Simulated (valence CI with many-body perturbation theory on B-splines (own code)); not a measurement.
# Pt⁴⁶⁺: electric-dipole lines

Calculated by relativistic CI+MBPT: four valence electrons over a frozen Dirac-Fock core [Ar] 3d10, radial functions for each j: 11 s, 11 p, 10 d, 8 f, 5 g, 2 h, with the one-electron correlation potential Σ1 (screened to all orders), the two-electron term Σ2, the three-electron term Σ3, Breit, model QED; selected single and double excitations, second order for the rest, scaled by the run's own slope (own B-spline code, finite nucleus).

No measured spectrum was set against this ion. As an estimate, large intervals hold to a few tenths of a per cent, small ones and those within an open d or f shell to about a per cent. Among the levels kept, up to 410 cm⁻¹ of a level comes from second order outside the variational space, and about a tenth of that is noise between levels of different J, which matters for small intervals.

Lines 101 to 150 of 566 in falling wavelength, among levels below 775.66 eV, chosen from the strongest by gf and those to the six lowest levels. Wavelengths and rates use the calculated energies. Electric multipoles are in the length gauge, E1 and E2 with the static RPA response of the core. Weak lines are less certain than strong ones. Lines between different terms over intervals too small for the method are left out, as are lines whose strength nearly cancels. Where a level lies close to another of its J and parity, the split of strength between their lines is uncertain. The highest levels of a list are the least certain.

Levels are named by their leading jj configuration (3d3/2^4 stands for four electrons in 3d with j = 3/2), which in mixed levels can hold well under half, so a name can repeat and another be missing. Letters in brackets count levels of one name in rising energy.

```tsv
λ vac (Å)	Upper	Lower	A (s⁻¹)	S (a.u.)
63.36	(4s^2 4p1/2 4f7/2) J=3	(4s^2 4p1/2 4d5/2) J=2	1.46e+11	1.28e-01
63.33	(4s 4p1/2 4d3/2 4d5/2) J=3 [b]	(4s 4p1/2 4p3/2 4d3/2) J=2 [b]	6.20e+10	5.44e-02
63.29	(4s^2 4p3/2 4d5/2) J=2	(4s^2 4p3/2^2) J=2	1.32e+11	8.28e-02
63.28	(4s 4p1/2 4p3/2 4f7/2) J=2 [b]	(4s 4p1/2 4p3/2 4d5/2) J=2 [b]	1.15e+11	7.21e-02
63.28	(4s 4p1/2^2 4f7/2) J=4	(4s 4p1/2^2 4d5/2) J=3	1.67e+11	1.88e-01
63.25	(4s 4p1/2 4p3/2 4f7/2) J=3 [e]	(4s 4p1/2 4p3/2 4d5/2) J=2 [c]	1.87e+11	1.64e-01
63.18	(4s 4p1/2 4p3/2 4f7/2) J=4 [d]	(4s 4p1/2 4p3/2 4d5/2) J=3 [c]	2.24e+11	2.51e-01
63.18	(4s^2 4d5/2^2) J=2	(4s^2 4p3/2 4d5/2) J=1	2.67e+11	1.66e-01
63.18	(4s 4p1/2 4p3/2 4d5/2) J=3 [a]	(4s 4p1/2 4p3/2^2) J=3	9.62e+10	8.38e-02
63.12	(4s 4p1/2 4d3/2 4d5/2) J=2 [b]	(4s 4p1/2 4p3/2 4d3/2) J=2 [b]	7.49e+10	4.65e-02
63.11	(4s 4p1/2 4d3/2 4d5/2) J=4 [c]	(4s 4p1/2 4p3/2 4d5/2) J=4 [a]	4.30e+10	4.80e-02
63.11	(4s 4p1/2 4p3/2 4f7/2) J=2 [c]	(4s 4p1/2 4p3/2 4d5/2) J=1 [c]	1.85e+11	1.15e-01
63.05	(4s 4p1/2 4d3/2 4d5/2) J=1 [c]	(4s 4p1/2 4p3/2 4d3/2) J=1 [d]	9.39e+10	3.49e-02
62.95	(4s^2 4p3/2 4f7/2) J=3	(4s^2 4p3/2 4d5/2) J=2	1.35e+11	1.17e-01
62.95	(4s^2 4d3/2 4d5/2) J=4	(4s^2 4p3/2 4d3/2) J=3	7.96e+10	8.82e-02
62.92	(4s 4p1/2 4d5/2^2) J=1 [a]	(4s 4p1/2 4p3/2 4d5/2) J=2 [c]	1.26e+11	4.66e-02
62.91	(4s 4p1/2 4d5/2^2) J=1 [a]	(4s 4p1/2 4p3/2 4d5/2) J=0	2.63e+11	9.69e-02
62.77	(4s 4p1/2 4d5/2^2) J=2 [b]	(4s 4p1/2 4p3/2 4d5/2) J=2 [b]	6.51e+10	3.97e-02
62.77	(4s^2 4d3/2 4d5/2) J=3	(4s^2 4p3/2 4d3/2) J=2	9.85e+10	8.42e-02
62.73	(4s^2 4p1/2 4d5/2) J=2	(4s^2 4p1/2 4p3/2) J=2	3.36e+10	2.05e-02
62.69	(4s 4p1/2 4p3/2 4f7/2) J=3 [c]	(4s 4p1/2 4p3/2 4d5/2) J=3 [a]	4.51e+10	3.84e-02
62.67	(4s 4p1/2 4p3/2 4d5/2) J=2 [a]	(4s 4p1/2 4p3/2^2) J=2 [a]	1.44e+11	8.72e-02
62.66	(4s 4p1/2 4d5/2^2) J=2 [c]	(4s 4p1/2 4p3/2 4d5/2) J=1 [b]	1.66e+11	1.01e-01
62.65	(4s 4p1/2 4d5/2^2) J=1 [b]	(4s 4p1/2 4p3/2 4d5/2) J=2 [c]	1.63e+11	5.92e-02
62.62	(4s 4p1/2 4p3/2 4f7/2) J=5 [b]	(4s 4p1/2 4p3/2 4d5/2) J=5	3.04e+10	4.05e-02
62.55	(4s 4p1/2 4d5/2^2) J=1 [a]	(4s 4p1/2 4p3/2 4d5/2) J=1 [c]	1.09e+11	3.93e-02
62.49	(4p1/2 4p3/2^2 4d3/2) J=2	(4s 4p1/2 4p3/2 4d5/2) J=1 [b]	1.01e+11	6.11e-02
62.44	(4s 4p3/2^2 4d5/2) J=4 [a]	(4s^2 4p3/2 4d5/2) J=3	1.96e+11	2.12e-01
62.42	(4s 4p1/2 4p3/2 4f7/2) J=5 [d]	(4s 4p1/2 4p3/2 4d5/2) J=4 [c]	3.35e+11	4.43e-01
62.35	(4s^2 4d5/2^2) J=2	(4s^2 4p3/2 4d5/2) J=3	6.81e+10	4.07e-02
62.30	(4s^2 4d5/2^2) J=4	(4s^2 4p3/2 4d5/2) J=4	6.66e+10	7.16e-02
62.27	(4s 4p1/2 4d5/2^2) J=1 [b]	(4s 4p1/2 4p3/2 4d5/2) J=1 [c]	2.87e+11	1.03e-01
62.27	(4s 4p1/2 4p3/2 4f7/2) J=2 [a]	(4s 4p1/2 4p3/2 4d5/2) J=2 [a]	1.50e+11	8.91e-02
62.18	(4s 4p1/2 4d3/2 4d5/2) J=3 [c]	(4s 4p1/2 4p3/2 4d3/2) J=2 [c]	1.16e+11	9.66e-02
62.18	(4s^2 4p1/2 4d5/2) J=3	(4s^2 4p1/2 4p3/2) J=2	2.26e+11	1.88e-01
62.16	(4s 4p1/2 4d3/2 4d5/2) J=3 [a]	(4s 4p1/2 4p3/2 4d3/2) J=3 [a]	5.59e+10	4.64e-02
62.12	(4s 4p1/2 4p3/2 4f7/2) J=1	(4s 4p1/2 4p3/2 4d5/2) J=1 [a]	1.18e+11	4.17e-02
62.07	(4s 4p1/2 4p3/2 4f5/2) J=4 [c]	(4s 4p1/2 4p3/2 4d5/2) J=3 [a]	4.14e+10	4.40e-02
62.06	(4s^2 4d3/2 4d5/2) J=2	(4s^2 4p3/2 4d3/2) J=1	1.02e+11	6.03e-02
62.02	(4s 4p1/2 4d5/2^2) J=2 [b]	(4s 4p1/2 4p3/2 4d5/2) J=1 [a]	1.34e+11	7.87e-02
61.93	(4s 4p1/2 4p3/2 4f7/2) J=5 [c]	(4s 4p1/2 4p3/2 4d5/2) J=4 [b]	2.21e+11	2.85e-01
61.86	(4s 4p1/2 4p3/2 4d3/2) J=4	(4s^2 4p1/2 4d5/2) J=3	1.12e+11	1.18e-01
61.82	(4s 4p1/2 4d5/2^2) J=3 [b]	(4s 4p1/2 4p3/2 4d5/2) J=2 [b]	1.42e+11	1.16e-01
61.79	(4s 4p1/2 4d3/2 4d5/2) J=4 [a]	(4s 4p1/2 4p3/2 4d3/2) J=3 [a]	8.41e+10	8.81e-02
61.75	(4p1/2^2 4p3/2 4d5/2) J=1	(4p1/2^2 4p3/2^2) J=0	2.99e+11	1.04e-01
61.73	(4s^2 4p3/2 4f7/2) J=5	(4s^2 4p3/2 4d5/2) J=4	2.09e+11	2.67e-01
61.69	(4s 4p1/2 4p3/2 4f5/2) J=4 [b]	(4s 4p1/2 4p3/2 4d5/2) J=4 [a]	7.17e+10	7.47e-02
61.67	(4s 4p1/2 4d5/2^2) J=5	(4s 4p1/2 4p3/2 4d5/2) J=5	1.47e+11	1.87e-01
61.62	(4s^2 4d3/2 4d5/2) J=1	(4s^2 4p3/2 4d3/2) J=0	1.12e+11	3.87e-02
61.61	(4s 4p1/2 4p3/2 4f7/2) J=6	(4s 4p1/2 4p3/2 4d5/2) J=5	2.32e+11	3.48e-01
```
